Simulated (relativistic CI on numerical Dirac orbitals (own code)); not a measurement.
# Ligand-field terms of d2

Computed with a parametric ligand-field model of a d^n configuration (Racah B and C, spin-orbit zeta, crystal field), exact diagonalisation.

Field parameters in Wybourne normalisation: Oh B⁴₀ = 21Dq, B⁴₄ = √(5/14) B⁴₀. The field is a parameter set, without covalency.

B = 680 cm⁻¹, C = 3450 cm⁻¹ (C/B = 5.07), Oh, no spin-orbit coupling. Tanabe-Sugano data, E/B above the lowest term (Δ = |10Dq|; b, c mark the second and third term of a kind):

```
 Δ/B   3T1    3T2    3A2    1T2  3T1(b)     1E    1A1
 1.0  0.00   0.81   1.81  15.49   15.62  15.96  23.13
 5.0  0.00   4.22   9.22  16.37   18.44  17.19  26.66
 9.0  0.00   7.82  16.82  16.67   21.63  17.28  29.48
13.0  0.00  11.53  24.53  16.75   25.06  17.21  31.62
17.0  0.00  15.32  32.32  16.75   28.64  17.11  33.21
21.0  0.00  19.16  40.16  16.72   32.31  17.01  34.39
25.0  0.00  23.03  48.03  16.68   36.06  16.93  35.27
29.0  0.00  26.92  55.92  16.65   39.85  16.86  35.96
33.0  0.00  30.84  63.84  16.62   43.68  16.80  36.49
37.0  0.00  34.77  71.77  16.59   47.54  16.75  36.92
41.0  0.00  38.71  79.71  16.56   51.42  16.71  37.26
45.0  0.00  42.66  87.66  16.53   55.32  16.67  37.55
```

The ground term stays 3T1.
